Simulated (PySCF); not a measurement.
**Energy profile**

The step: BN₂H₄Cl ([NH2][B]([NH2])[Cl]) → BNHCl ([NH][B][Cl]) + NH₃ (still joined by a long B–N bond); bonds formed: N2–H4; bonds broken: N3–H4; bonds weakened to dative contacts: B1–N2 (atoms numbered as in the saddle structure below).

B1  (-0.511, 0.184, 0.301)
N2  (0.813, 0.410, -0.489)
N3  (-0.527, -1.167, 0.332)
H4  (0.629, -0.814, -0.358)
Cl5  (-1.517, 1.516, 0.878)
H6  (0.736, 0.815, -1.414)
H7  (1.581, 0.844, 0.008)
H8  (-1.204, -1.787, 0.743)
(Å)

Electronic energies by CCSD(T) at an estimated basis limit (MP2 extrapolated from triple and quadruple zeta, plus CCSD(T) − MP2 in triple zeta), on PBE0-D4/def2-TZVP structures; BN₂H₄Cl, closed shell; no counterpoise correction. Computed with PySCF 2.14 with density fitting (its default auxiliary sets; JK sets also for MP2 and CCSD(T)) (basis: def2-TZVPP and def2-QZVPP); correlated methods freeze the cores. Extrapolation: Hartree–Fock as exp(−7.88 √X), correlation as X^−2.97.

Question: Give the profile in kcal/mol, counted from the start structure. (An estimate is asked for; the value comes from the calculation.)

Answer: Computed:
| point | kcal/mol |
| --- | --- |
| start structure | 0.00 |
| saddle | 60.61 |
| end structure | 45.25 |
| separated: BNHCl (linked as [NH][B][Cl]; B1, N3, Cl5, H8; singlet) + NH₃ (N2, H4, H6, H7; singlet) | 62.41 |

T1 diagnostic: at most 0.014.

For scale, one of the runs: CCSD(T)/def2-TZVPP, 191 basis functions, launched by `OMP_NUM_THREADS=4 python run.py`. Hardware: 4 CPU threads of a Oxide Virtual Turin-like, shared host. Wall time 2.9 min; peak host memory 2.2 GiB.
